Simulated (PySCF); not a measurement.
CHO2, charge +1. Atoms are numbered in the order given.

```xyz
4

O     -0.0168     1.2318     0.0000
C     -0.0122     0.1099     0.0000
O      0.1114    -1.1026     0.0000
H     -0.6833    -1.6921     0.0000
```
Charge +1, spin multiplicity 1.

Coordinates come from a B3LYP-D3(BJ)/def2-TZVP optimisation. The isomer is the one that the SMILES or the coordinates give; other isomers of the formula were not compared.

Method: PySCF with B3LYP-D3(BJ)/def2-TZVP.

No scaling factor is applied to the harmonic values.

```
mode  ν (cm⁻¹)  IR (km/mol)  Raman (Å⁴/amu)  depolarisation  moving atoms (share of kinetic energy)
----  --------  -----------  --------------  --------------  --------------------------------------
1          549         38.4             0.5            0.61                  C 60 %, O 21 %, H 20 %
2          600         12.8             0.0               –                          C 72 %, O 24 %
3         1007        265.8             2.1            0.67                  H 67 %, O 19 %, C 14 %
4         1275          6.4            11.4            0.16                                  O 90 %
5         2472        389.6             9.1            0.21                          C 70 %, O 29 %
6         3501        607.0            47.5            0.24                                  H 94 %
```
